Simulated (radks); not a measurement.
Problem. Neutral strontium, 38 electrons, occupied as [Kr] 5s2. All-electron calculation, scalar-relativistic Kohn-Sham, LB94 model potential, spin-unpolarised, spherical densities, finite nucleus; Fermi nuclear charge, rms radius 4.224 fm. Program: a radial shooting solver on a logarithmic mesh with Libxc functionals. Some entries of the table are withheld. Estimate them.

orbital,occ.,eigenvalue (eV),<r^2> (bohr^2)
1s,2,-16042.90,0.002058
2s,2,-2187.572,0.03485
2p,6,-1948.275,0.02743
3s,2,-344.6154,0.2785
3p,6,-267.2298,0.2899
3d,10,-139.0790,(1)
4s,2,-45.9956,2.059
4p,6,-27.6872,2.768
5s,2,(2),18.45
4d,0,-5.0038,(3)
5p,0,-3.6236,35.10
6s,0,-2.0455,105.9
4f,0,-0.7691,331.2

Solution. 
(1) 3d <r^2> (bohr^2): 0.2987
(2) 5s eigenvalue (eV): -6.2931
(3) 4d <r^2> (bohr^2): 9.383
